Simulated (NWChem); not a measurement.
System: C₄H₅N; SMILES C#C/C=N/C

Results from NWChem. Pople sets run with spherical d functions. Coordinates come from a PBE0/def2-SVP optimisation.

For level PBE0/6-311G**:

```
Property                     Value
---------------------------  -----
highest occupied level (eV)  -7.60
orbital gap (eV)              6.38
dipole (D)                    1.38
```

Q: How do the values read with level PBE0/3-21G instead?

A: 
| Property | Value |
|---|---|
| highest occupied level (eV) | -7.11 |
| orbital gap (eV) | 6.23 |
| dipole (D) | 1.49 |
